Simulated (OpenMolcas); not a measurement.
W5+ with 6 ligands (fluoride) in octahedral coordination (Oh). A charge of +0.167 e stands 3.2 Å behind each ligand. Ligand basis ANO-RCC-VDZP.

* Program: OpenMolcas 26.06
* Method: SS-CASPT2, IPEA 0.25 Eh, imaginary shift 0.1 Eh (the lowest 17 gerade and 15 ungerade orbitals frozen, chosen by energy and not by shell, so the metal 5p can be frozen and 4f correlated)
* Basis: ANO-RCC-VDZP [7s6p4d2f1g]
* Scalar Hamiltonian: DKH2, point nucleus
* Active space: 1 electron in 5 orbitals (5d)
* State averaging: 2S+1 = 2 even, 5 roots
* Spin-orbit coupling: state interaction with AMFI integrals over the reference wave functions

All ligands move together. At R = 1.9 Å |10Dq| is 41441 cm-1, and at R = 1.93 Å it is 38930 cm-1.

Q: A third run gives 32842 cm-1. What distance was it run at?

A: With a power law R^-n the two known points give n = -ln(38930 / 41441) / ln(1.93 / 1.9) = 3.99. Then R = 1.9 × (41441 / 32842)^(1/3.99) = 2.014 Å. The run was at 2.02 Å, so the estimate is off by -0.006 Å.

Roots that are degenerate in the reference are averaged as groups; the widest CASPT2 spread within a group is 81 cm-1 (the 3-fold group of multiplicity 2 near 0 cm-1 above the lowest state of its run, R = 2.02). Shifts and gaps below about the spread of the groups concerned are not significant. Over all roots computed the reference weight is 0.70 to 0.71 in R = 1.9, 0.70 in R = 1.93, 0.69 in R = 2.02; a low but even weight reflects the number of correlated electrons. An orbital triplet at a regular site is open to Jahn-Teller coupling, which can distort the site and quench the lowest spin-orbit gaps and is left out. Ligand-to-metal charge-transfer states are missing. With one d shell and no ligand orbital active, 10Dq can be off by a tenth or more. The least metal-like active orbital is 71 % on the metal (Löwdin) and no ligand orbital is active, so the numbers are rough (holds for R = 1.9). The least metal-like active orbital is 72 % on the metal (Löwdin) and no ligand orbital is active, so the numbers are rough (holds for R = 1.93). The least metal-like active orbital is 73 % on the metal (Löwdin) and no ligand orbital is active, so the numbers are rough (holds for R = 2.02). No measured value stands beside these numbers; the geometry is a model, was not optimised and need not be the one that this ion takes.
